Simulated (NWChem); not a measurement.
BH2SOF; SMILES OB(F)S

```xyz
6

B      0.0138    -0.4576     0.0000
F     -1.1188    -1.1691     0.0000
O      1.2227    -1.0722     0.0000
H      1.1325    -2.0385     0.0000
S     -0.1217     1.3612     0.0000
H      1.2067     1.5946     0.0000
```
Atoms are numbered in this order, from 1.

Structure relaxed at the B3LYP/6-31G* (spherical d) level. B3LYP is NWChem's, with the RPA form of VWN correlation.

Question: Give the principal values of the shielding tensors (ppm) of B1, F2, O3, S5 from B3LYP/6-311G** (spherical d), GIAO (NWChem), with their diamagnetic and paramagnetic parts as GIAO splits them.

Answer: 
```tsv
atom	σ11	σ22	σ33	isotropic	diamagnetic	paramagnetic
B1	47.2	81.8	85.9	71.6	202.2	-130.6
F2	117.8	289.0	357.0	254.6	466.9	-212.3
O3	114.1	249.4	265.1	209.5	383.2	-173.6
S5	549.5	610.0	797.8	652.5	1056.7	-404.3
```
